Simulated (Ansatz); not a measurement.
Input file for Ansatz (a quantum-chemistry and plane-wave program): U-B3LYP/def2-TZVPP on FH3Sn (SMILES [F][SnH3]), a point of a bond scan (R = 2.329 Å). Elements past Kr take the def2 small-core potentials; no spin–orbit coupling.

Ansatz 0.2 input:
```yaml
crystal:
  periodic: [false, false, false]
  atoms:
    - {symbol: Sn, position_ang: [-0.23519491, -0.07216408, -0.08673068]}
    - {symbol: F, position_ang: [1.86436497, 0.57203696, 0.68750481]}
    - {symbol: H, position_ang: [0.08984727, -1.18217036, -1.33958590]}
    - {symbol: H, position_ang: [-0.96056705, 1.37602894, -0.61963295]}
    - {symbol: H, position_ang: [-0.99947951, -0.76768566, 1.26956257]}
basis:
  gaussian:
    orbitals: def2-TZVPP
hamiltonian:
  xc: {name: B3LYP}
magnetization: {spin_polarized: true, initial_magnetization: 0}
```

The head of its log:

```
WARN ansatz: RAYON_NUM_THREADS=1 ignored (pool sized by the plan → 1); use --threads N
Functional definition: B3LYP
integrals: 0.03 GiB planned
765 factors; their error is unknown
mean field: 0.45 GiB planned
mean field evaluation 1: about -8596.3013 eV, gradient 3.3e1 eV
mean field evaluation 2: about -8552.2952 eV, gradient 1.1e2 eV
```

Task: Give the final energy of this run.

Result: -316.0423 hartree.
